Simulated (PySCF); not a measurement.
# Spin-rotation constants: SMILES C=CB(C)F, C3H6BF

Molfile (atoms numbered from 1):
```
C3H6BF
     RDKit          3D

 11 10  0  0  0  0  0  0  0  0999 V2000
   -2.0850    0.1519   -0.1512 C   0  0  0  0  0  0  0  0  0  0  0  0
   -0.8720   -0.2792    0.2251 C   0  0  0  0  0  0  0  0  0  0  0  0
    0.4391    0.3354   -0.3565 B   0  0  0  0  0  0  0  0  0  0  0  0
    1.8758   -0.1117    0.0759 C   0  0  0  0  0  0  0  0  0  0  0  0
    0.3072    1.2968   -1.2770 F   0  0  0  0  0  0  0  0  0  0  0  0
   -2.1910    0.9547   -0.8891 H   0  0  0  0  0  0  0  0  0  0  0  0
   -3.0135   -0.2667    0.2518 H   0  0  0  0  0  0  0  0  0  0  0  0
   -0.8127   -1.0838    0.9685 H   0  0  0  0  0  0  0  0  0  0  0  0
    2.0123   -1.1846   -0.1449 H   0  0  0  0  0  0  0  0  0  0  0  0
    2.6791    0.4544   -0.4157 H   0  0  0  0  0  0  0  0  0  0  0  0
    1.9891   -0.0187    1.1694 H   0  0  0  0  0  0  0  0  0  0  0  0
  1  2  2  0
  2  3  1  0
  3  4  1  0
  3  5  1  0
  1  6  1  0
  1  7  1  0
  2  8  1  0
  4  9  1  0
  4 10  1  0
  4 11  1  0
M  END
```

Theory: GIAO B3LYP/aug-pcSseg-1 magnetisability, rotational g tensor and spin-rotation constants, non-relativistic, gas phase in PySCF. Geometry: PBE0-D3(BJ)/def2-SVP.

Task: Give the nuclear spin-rotation constants along the inertial axes (H = +C I·J) beside the isotropic shieldings.

Result: Rotational constants 8.8259, 3.6221, 2.6096 GHz. A star marks the isotopologue with that one atom substituted, in its own axes.
```tsv
atom	isotope	Caa (kHz)	Cbb (kHz)	Ccc (kHz)	mean (kHz)	σ (ppm)
B3	11B	2.474	1.531	0.558	1.521	46.0
F5	19F	20.724	7.212	-0.168	9.256	223.2
H6	1H	-0.796	0.376	-0.280	-0.233	24.5
H7	1H	0.548	-0.213	-0.280	0.018	25.0
H8	1H	-0.895	0.419	-0.301	-0.259	25.0
H9	1H	-0.912	-0.257	-0.081	-0.417	30.7
H10	1H	-0.153	-0.253	-0.303	-0.236	30.8
H11	1H	-0.922	-0.220	-0.103	-0.415	30.6
C1	13C*	3.812	1.747	0.351	1.970	29.5
C2	13C*	3.385	1.874	0.346	1.869	35.5
C4	13C*	1.042	0.558	0.336	0.645	173.6
```
For the geometry as given, no vibrational averaging.

Task: How do the rotational constants and the g tensor change when H6, H7, H8, H9, H10, H11 are replaced by deuterium?

Result: Constants 7.4909, 2.9621, 2.1798 GHz; g -0.0484, -0.0242, 0.0016, against -0.0565, -0.0296, 0.0020 before.
